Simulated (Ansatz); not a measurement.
Several settings on one geometry of Be9O9H26 (that of the charge 0 singlet, r2SCAN-D4/def2-SVP, loosely relaxed). Ansatz on 2 threads of AMD EPYC 7R13 on a shared host and a share (18 GiB) of an NVIDIA H100 80GB HBM3; times are rough.

```xyz
44

Be   -1.527   -2.034   -0.654
Be   -1.792    0.554   -1.966
Be   -1.655    0.276    0.755
Be    0.769   -1.641   -2.437
Be   -0.042   -1.971    1.595
Be    0.455    0.006   -0.222
Be    0.503    1.956    1.927
Be    1.848    0.137    2.475
Be   -0.246    0.392    3.479
O    -2.403   -0.850   -1.486
O    -0.350   -2.526   -1.717
O    -0.636   -0.390   -3.194
O    -0.606   -0.993    0.507
O    -0.811    1.070   -0.659
O    -0.957    1.140    2.124
O     1.366   -0.542   -1.380
O     0.586   -0.964    2.835
O     1.380    0.815    0.961
H    -2.262   -2.994    0.007
H    -2.359    1.574   -2.691
H    -3.013    0.372    0.890
H    -2.093    3.688    0.936
H     1.569   -2.026   -3.488
H     0.289   -3.269    1.771
H     3.416   -2.060    0.702
H    -0.354    3.953   -1.551
H     0.628    3.281    1.673
H     4.217   -0.298   -2.399
H     3.148   -0.056    2.781
H    -0.757    0.412    4.727
H     1.091    1.312    3.249
H    -3.317   -0.835   -1.169
H    -2.766    3.349    0.832
H    -0.265   -3.486   -1.761
H     2.834   -2.322    0.292
H    -1.297   -1.047   -3.494
H    -0.353    0.111   -3.977
H    -0.878    3.579   -1.959
H    -0.711    2.037   -0.698
H    -1.698    1.707    2.407
H     3.765   -0.796   -2.756
H     2.287   -0.312   -1.549
H     0.878   -1.570    3.541
H     2.166    1.247    0.584
```

Totals from different functionals, basis sets or treatments of relativity can't be compared as stabilities.

HSE06 is defined as in plane-wave codes, on full-range PBE exchange.

Scalar relativity in a set contracted without it gives distorted totals.

The spins typed aren't always the lowest for that charge.

Question: Give the basis size and estimate the energy, ⟨S²⟩, dipole and time of these runs.

| run | method | charge | state | further keys |
| --- | --- | --- | --- | --- |
| 1 | RKS HSE06-D4/def2-TZVP | 0 | singlet | fitting: {mean_field: def2-universal-jkfit}; scf: {omitted_lower_state_checks: [starts]}; forces asked |
| 2 | RKS BLYP-D4/def2-TZVP | 0 | singlet | fitting: {mean_field: def2-universal-jkfit}; scf: {omitted_lower_state_checks: [starts]}; forces asked |
| 3 | ROKS B3LYP5/6-31G | -1 | doublet | pseudopotentials: {relativity: scalar}; accuracy: high; forces asked |

Answer: 
```json
{"run": "1", "functions": "606", "energy (Eh)": "-825.4177", "⟨S²⟩": "–", "dipole (D)": "5.48", "wall time": "7 s"}
{"run": "2", "functions": "606", "energy (Eh)": "-826.2922", "⟨S²⟩": "–", "dipole (D)": "5.44", "wall time": "4.5 s"}
{"run": "3", "functions": "214", "energy (Eh)": "-825.9664", "⟨S²⟩": "–", "dipole (D)": "–", "wall time": "36 s"}
```

The highest occupied level of an anion often lies above zero with these methods, and sets without diffuse functions describe the outer electron poorly. The geometry of the charge 0 singlet is only loosely relaxed. The geometry of the charge -1 doublet is only loosely relaxed.
